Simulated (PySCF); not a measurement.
Precursor series Cd Cl-OH. All species are isolated molecules in the gas phase. One relaxed conformer stands for each flexible species; it need not be the lowest.

The HOMO–LUMO gap from two functionals at the same geometries (TPSS-D3(BJ)/def2-SVP), both in PySCF: PBE-D3(BJ)/def2-TZVP and B3LYP-D3(BJ)/def2-TZVP. B3LYP has the VWN-RPA correlation part, as in Gaussian. 

| species | PBE-D3(BJ)/def2-TZVP (eV) |
|---|---|
| 0 of 2 Cl replaced by OH | 4.29 |
| 1 of 2 Cl replaced by OH ([Cd(Cl)(OH)]) | 3.91 |
| 2 of 2 Cl replaced by OH ([Cd(OH)2]) | 3.77 |

### Question
What does B3LYP-D3(BJ)/def2-TZVP give for each?

### Answer

- 0 of 2 Cl replaced by OH: 5.94
- 1 of 2 Cl replaced by OH ([Cd(Cl)(OH)]): 5.80
- 2 of 2 Cl replaced by OH ([Cd(OH)2]): 5.68
Over these rows, drawn at random from the members with no instability flagged (it was tested for open shells, ions and some series alone), PBE minus B3LYP-D3(BJ): mean -1.82 eV, from -1.91 eV to -1.66 eV.
